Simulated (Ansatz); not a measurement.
Consider the redistribution: `C=C[SiH2][SiH2]F` + `[OH][InH][Cl]` → `O[SiH2][SiH2]F` + `C=[CH][InH][Cl]`.

Computed with Ansatz on PBE0-D4/def2-TZVP structures; ΔE is electronic, products minus reactants. CBS: MP2 limit from def2 TZ/QZ plus the TZ coupled-cluster correction, frozen cores. This one scheme is used for every species. Functionals use def2-TZVPP. B3LYP here is the variant with VWN-RPA as its local correlation; programs differ in this. def2 core potentials past Kr. For In outer-core shells are correlated without core-valence functions, which leaves a few kJ/mol of doubt a bond. One conformer a species, not always the lowest.

| level | ΔE (kcal/mol) | difference from CCSD(T)/CBS |
| --- | --- | --- |
| PBE-D4 | -5.4 | 2.9 |
| r2SCAN-D4 | -6.9 | 1.4 |
| PBE0-D4 | -7.4 | 0.9 |
| B3LYP-D4 | -8.0 | 0.3 |
| ωB97X-V | -8.1 | 0.2 |
| ωB97M-V | -8.6 | -0.3 |
| B2PLYP | -8.4 | -0.1 |
| PBE | -5.5 | 2.8 |
| r2SCAN | -7.0 | 1.3 |
| PBE0 | -7.5 | 0.8 |
| B3LYP | -8.1 | 0.2 |
| HF/def2-TZVPP | -11.3 | -3.0 |
| MP2/def2-TZVPP | -9.7 | -1.4 |
| SCS-MP2/def2-TZVPP | -9.6 | -1.3 |
| CCSD/def2-TZVPP | -9.7 | -1.4 |
| CCSD(T)/def2-TZVPP | -9.0 | -0.7 |
| HF/def2-QZVPP | -11.3 | -3.0 |
| MP2/def2-QZVPP | -9.3 | -1.0 |
| SCS-MP2/def2-QZVPP | -9.2 | -0.9 |
| HF/CBS(def2) | -11.3 | -3.0 |
| MP2/CBS(def2) | -8.9 | -0.6 |
| CCSD/CBS(def2) | -9.0 | -0.7 |
| CCSD(T)/CBS | -8.3 | 0 |

Largest T1 diagnostic among the species: 0.015.

In def2-TZVPP, CCSD(T) changes the Hartree–Fock value by +2.3 kcal/mol (the triples alone add +0.7 kcal/mol) and MP2 by +1.6 kcal/mol. From PBE to PBE0 (25 % exact exchange), in def2-TZVPP and without D4, ΔE moves by −2.0 kcal/mol.
